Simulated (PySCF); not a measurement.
How the method changes the constants of SrBi

State: ⁴Σ⁻ (quartet), unpaired electrons σ ↑, π ↑↑. Set-up: Sr def2-SVPD with ECP28, Bi def2-SVPD with ECP60; scalar-relativistic core potentials (PySCF 2.14). De refers to Sr + Bi in their high-spin ground configurations, without counterpoise correction. The functionals are run spin-unrestricted. A positive dipole means Sr(−)Bi(+).

```tsv
Level	Re (Å)	ωe (cm⁻¹)	De (eV)	μ (D)
UHF	3.444	102	0.311	-4.36
UHF-MP2	3.394	104	0.450	n/a
UHF-SCS-MP2	3.421	101	0.369	n/a
PBE	3.347	107	0.99	-3.36
r²SCAN	3.348	111	1.03	-3.97
B3LYP	3.372	105	0.85	-3.81
PBE0	3.337	110	0.91	-3.69
M06	3.372	102	0.91	-2.32
CAM-B3LYP	3.340	112	0.82	-4.19
B2PLYP	3.381	105	0.71	-4.11
```

Task: What does second-order correlation do here, going from UHF to UHF-MP2?

Result: UHF-MP2 less UHF: -5.0 pm in Re, +2.0 % in ωe, +0.14 eV in De. Correlation nearly always deepens the well. The bond shortens, as in weak, metallic or heavy-atom bonds, where dispersion and the correlation of outer-core electrons pull the atoms together.

Correlated steps freeze 4 core orbitals. Correlated levels converge slowly with the basis: in double zeta they bind strong bonds too weakly, by up to about 1 eV, and carry superposition errors of some tenths. These are scalar-relativistic numbers at best; spin–orbit coupling would shift them, the dissociation energy most. B2PLYP dipoles, levels and charges come from its SCF part alone. The state was picked by a PBE0 search and need not be the measured ground state.

The whole job (state search and all levels along the bond) took about 3.2 min on 1 thread of Arm Neoverse V1 (shared host), peak memory 0.88 GiB.
